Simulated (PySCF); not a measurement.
NSi, SMILES [Si]#N, multiplicity 2.

Coordinates come from a PBE0-D3(BJ)/def2-TZVPD optimisation.

Calculation: B3LYP/def2-TZVPD (PySCF).

The molecule is in vacuum.

Question: Estimate the frontier levels, dipole moment and polarisability. (The exact figures need the calculation; the answer reports its results.)

Answer: 
```
Quantity                                                          Result
-----------------------------------------------  -----------------------
α spin, highest occupied and lowest empty level       -8.22 and -2.01 eV
β spin, highest occupied and lowest empty level       -7.70 and -5.03 eV
dipole moment                                                     2.83 D
mean static polarisability                          65.3 bohr³ (9.68 Å³)
polarisability, principal values                  47.1, 74.4, 74.4 bohr³
⟨S²⟩                                             0.771 (pure state 0.75)
```
